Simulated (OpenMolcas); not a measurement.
# S+: Slater's ratio, thermal populations, worked from levels

```
Program             : OpenMolcas
Basis               : ANO-RCC-VTZP [5s4p2d1f]
Scalar Hamiltonian  : DKH2, point nucleus
Active space        : 3 electrons in 3 orbitals (3p)
State averaging     : 2S+1 = 4 odd, 1 root; 2S+1 = 2 odd, 8 roots
Spin-orbit coupling : state interaction with AMFI integrals over the reference wave functions, term energies averaged over their components
```

Methods: CASSCF; SS-CASPT2, IPEA 0.25 Eh, imaginary shift 0.1 Eh (closed shells correlated: 2s 2p 3s). Measured levels: NIST Handbook of Basic Atomic Spectroscopic Data.

**Slater's ratio.** With one set of orbitals, p3 has 2D* - 4S* = 9 F2 and 2P* - 2D* = 6 F2 (F2 = F²/25), a ratio of 2/3. Term energies are centres of gravity, weighted by 2J + 1.

```csv
Source,2D* - 4S*,2P* - 4S*,F2 from the first,Ratio
CASSCF,19230,31927,2137,0.660
SS-CASPT2,15689,26505,1743,0.689
measured,14872,24556,1652,0.651
```

Energies in cm-1. A ratio away from 2/3 shows effects beyond one configuration with one set of orbitals, and in heavier atoms second-order spin-orbit shifts.

**Thermal populations.** Z = Σ (2J + 1) exp(-E/kT) with k = 0.695035 cm-1/K, over the levels below. No other level of either list lies under 79300 cm-1, which is above 7 kT at each temperature.

```csv
Level,2J + 1,SS-CASPT2,measured
3s2 3p3 4S* 3/2,4,0.0,0.0
3s2 3p3 2D* 3/2,4,15680,14853
3s2 3p3 2D* 5/2,6,15700,14885
3s2 3p3 2P* 1/2,2,26490,24525
3s2 3p3 2P* 3/2,4,26510,24572
```

```csv
T (K),"Z, SS-CASPT2","Z, measured levels","Ground level (%), SS-CASPT2","Ground level (%), measured levels"
8000,4.646,4.762,86.1,84.0
12000,5.774,5.997,69.3,66.7
```

At 12000 K, kT = 8340 cm-1, and the computed levels give Z = 4.000 + 0.610 + 0.913 + 0.083 + 0.167 = 5.774.

Term energies are means over components that CASPT2 splits; among the terms shown or strongly mixed into the levels shown the widest spread is 230 cm-1 (3s2 3p3 2D*, SS-CASPT2). With the s shell closed, the reference lacks s² → p² mixing. Without dynamic correlation excited terms often stand tens of per cent too high (terms of higher spin than the ground term too low), and those without a measured partner can miss by more than the paired ones (holds for CASSCF). Measured partners are found by configuration, term and J. A level has none where our copy of the source lacks it or the pairing is in doubt (some pairs that miss far off the trend of their configuration count as doubtful), and it then counts in no deviation. Only configurations of the active space appear.

* marks odd parity.
